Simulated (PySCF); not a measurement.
CSe₂, SMILES [Se]=C=[Se]. The structure is a stationary point at PBE-D3(BJ)/def2-TZVP.

Calculation: PySCF 2.14.0 with PBE-D3(BJ)/def2-TZVP.

Harmonic wavenumbers (cm⁻¹): 311, 311, 373, 1315. Rotational constants (GHz): 1.101 (linear); symmetry number 2.

Task: Work out the zero-point energy and the ideal-gas rigid-rotor harmonic-oscillator thermochemistry at 298.15 K and 1 atm.

Result: ZPE = ½ Σ hcν = ½ × 2311 cm⁻¹ = 13.82 kJ/mol. H − E(el) = 25.54 kJ/mol. Entropy in J/(mol K): translation 172.79, rotation 74.37, vibration 15.92, total 263.09. G − E(el) = -52.90 kJ/mol. Cp = 49.91 J/(mol K).
